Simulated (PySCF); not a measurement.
ClI, SMILES ClI. Atoms are numbered in the order given.

```xyz
2

Cl     0.0000     0.0000    -1.7753
I      0.0000     0.0000     0.5694
```

Coordinates come from a B3LYP-D3(BJ)/def2-TZVP optimisation. The def2 effective core potentials stand for the cores of I; spin–orbit coupling is left out.

All values below come from PySCF with ωB97X/def2-TZVPD.

Mulliken values depend strongly on the basis, most of all with diffuse functions as here. ESP charges are fitted to the potential on shells at 1.4 to 2.0 van der Waals radii. Atomic charges (e):

```tsv
atom	ESP fit	Mulliken
Cl1	(withheld)	-0.21
I2	(withheld)	0.21
```

Task: Complete the blanks. (An estimate is asked for; the answer gives what the named calculation found.)

Result: 
- Cl1, ESP fit: -0.11
- I2, ESP fit: 0.11
